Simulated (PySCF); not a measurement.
## Two-component Hartree-Fock for Se²⁺ (selenium, charge +2)

Start: [Ar] 3d10 4s2 4p2; 4p3/2 filled at m_j = +1/2, +3/2. Calculated with PySCF 2.14 in x2c-TZVPall-2c with one added diffuse shell each of s, p, d type (7s8p5d1f, 63 functions): generalised Hartree-Fock with the X2C-1e Hamiltonian and a Gaussian nucleus; one run each with spin-orbit coupling (SO) switched off, then screened by Boettger's factors. This is a chosen level, not necessarily the ground level.

```tsv
spinor shell	electrons	ε, spin-free (eV)	ε, screened SO (eV)	weight of nominal j (screened SO)	rms radius, screened SO (bohr)
1s1/2	2	-12760.7	-12760.4	1.000	0.0508
2s1/2	2	-1719.3	-1719.3	1.000	0.212
2p1/2	2	-1509.9	-1538.5	1.000	0.187
3s1/2	2	-273.49	-273.50	1.000	0.612
3p1/2	2	-205.55	-209.81	0.998	0.629
3p3/2	4	-205.55	-203.56	0.999	0.639
3d3/2	4	-93.287	-93.884	0.980	0.692
3d5/2	6	-93.287	-92.925	0.987	0.694
4s1/2	2	-42.774	-42.792	0.999	1.84
4p3/2	2	-31.366	-31.293	0.739	2.13
```

Question: Where does 2p3/2 lie, and what is the 2p spin-orbit splitting (screened SO)?

Answer: At -1496.2 eV, 42.366 eV above 2p1/2.

```
   quantity    spin-free  screened SO
E (hartree)  -2426.92410  -2427.03500
        M_J            2            2
       ⟨J²⟩        6.008        6.004
       ⟨L²⟩        2.006        2.157
       ⟨S²⟩        2.002        1.932
```

Each row is a mean over spinors that exchange with the open shell spreads, by up to 5.713 eV (4s1/2).

Rows whose weight is well below 1 are mixtures of j = l ± 1/2: exchange outweighs spin-orbit coupling there, and the label is only the starting occupation.

Without spin-orbit coupling the j labels of p, d and f shells carry no meaning; the spin-free column gives the mean over the occupied spinors of each nl shell.
